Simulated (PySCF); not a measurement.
Zn(F)(SeH) (FHSeZn), SMILES [Zn]([SeH])[F].

The structure is a stationary point at B3LYP-D3(BJ)/def2-TZVP. Other conformers were not sampled.

Computed with TDA-M06-2X/def2-SVPD run with PySCF 2.14.0.

Vertical excitations. Isolated molecule, no solvent. State labels are in the subgroup Cs.

Computed lowest excited states:
| state | symmetry | energy (eV) | λ (nm) | f | main pairs |
|---|---|---|---|---|---|
| S1 | A" | 4.66 | 266 | 0.037 | HOMO→LUMO 96 % |
| S2 | A" | 5.28 | 235 | 0.002 | HOMO→LUMO+1 84 % |
| S3 | A" | 5.97 | 208 | 0.007 | HOMO→LUMO+3 63 %, HOMO→LUMO+4 19 %, HOMO→LUMO+1 13 % |
| S4 | A' | 6.12 | 203 | 0.002 | HOMO→LUMO+2 74 %, HOMO−1→LUMO 23 % |
| S5 | A' | 6.97 | 178 | 0.215 | HOMO−1→LUMO+1 40 %, HOMO−1→LUMO 36 %, HOMO−1→LUMO+3 11 %, HOMO→LUMO+2 6 % |
| S6 | A" | 7.24 | 171 | 0.014 | HOMO→LUMO+4 67 %, HOMO→LUMO+3 25 % |
| S7 | A' | 7.47 | 166 | 0.293 | HOMO−1→LUMO+1 43 %, HOMO−1→LUMO 22 %, HOMO−2→LUMO 12 %, HOMO→LUMO+2 8 % |
| S8 | A" | 7.54 | 164 | 0.006 | HOMO→LUMO+5 93 % |
| S9 | A" | 7.67 | 162 | 0.002 | HOMO−3→LUMO 65 %, HOMO−1→LUMO+2 25 % |
| S10 | A' | 7.68 | 161 | 0.083 | HOMO−2→LUMO 64 %, HOMO−4→LUMO 12 %, HOMO−1→LUMO+1 10 % |
| T1 | A" | 4.36 | 285 | 0 | HOMO→LUMO 95 % |
| T2 | A" | 5.02 | 247 | 0 | HOMO→LUMO+1 67 %, HOMO→LUMO+3 22 % |
| T3 | A' | 5.61 | 221 | 0 | HOMO→LUMO+2 55 %, HOMO−1→LUMO 38 % |
| T4 | A" | 5.77 | 215 | 0 | HOMO→LUMO+3 48 %, HOMO→LUMO+1 30 %, HOMO→LUMO+4 16 % |
Triplets are in the Tamm–Dancoff approximation.
